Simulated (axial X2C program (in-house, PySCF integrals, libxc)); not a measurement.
# LiRh⁺: cheaper levels and CCSD(T), 2c

Computed with an in-house relativistic program for diatomic molecules. Two-component (2c) means X2C with spin–orbit coupling and atomic mean-field two-electron Coulomb and Gaunt terms. Basis: Rh dyall-cv3z [12s12p8d5f3g], Li dyall-cv3z [7s8p2d] (cores contracted in-house); Gaussian nuclei, density fitting, unrestricted open shells. Masses: Rh 102.906 u, Li 7.016 u.

State: Ω = 9/2 (⟨Sz⟩ = 1.50, ⟨Lz⟩ = 3.00 at HF); fragments Rh + Li+.

```
level  Re (Å)  ωe (cm⁻¹)
 PBE0   2.727      248.7
   HF   2.920      212.5
  MP2   2.730      250.5
 CCSD   2.762      244.9
B97-3   2.768      236.9
```

Correlated methods: 9 electrons correlated (number of frozen shells: Rh 4 s, 3 p, 1 d; Li 1 s), 255 virtual spin orbitals or spinors in MP2, 90 natural virtuals in coupled cluster.

CCSD(T), same Hamiltonian and basis:

Re = 2.748 Å, ωe = 249.9 cm⁻¹; T1 = 0.026 (Lee–Taylor normalisation).

(1) Give the differences from CCSD(T) in the columns below.

De is not given where an atomic determinant may have missed its ground term or J level, or where the truncated virtual space spoils (T). Density functionals use the spin component along the axis (collinear). Coupled cluster ran in a truncated set of natural virtual spinors; the MP2 energy of the rest was added. (T) has no such correction and the atoms are truncated less, which lowers De at CCSD(T) by a hundredth of an eV or more. The functionals have no current-density term, which raises determinants with orbital currents, atoms included. The atomic limit has a lower orbital projection than the molecule and lies lower at mean-field level, so De may be about a tenth of an eV too small. The state is one determinant with fixed occupations, lowest in a PBE0 search at one distance only: followed along the bond, the spin-free determinant M_S = 3/2, Λ = 2 reaches 0.02 eV lower at PBE0, at Re = 2.874 Å, so the state shown is not the lowest. With several unpaired electrons one determinant need not be a pure state. A state of lower Ω lies just above, and one determinant can place such states too high, so the state shown need not be the lowest. The search has Ω = 7/2 only 0.07 eV up.

Answers

(1) 

```csv
level,ΔRe (Å),Δωe (cm⁻¹)
PBE0,-0.021,-1.2
HF,0.172,-37.4
MP2,-0.018,0.6
CCSD,0.014,-5.0
B97-3,0.020,-13.0
```
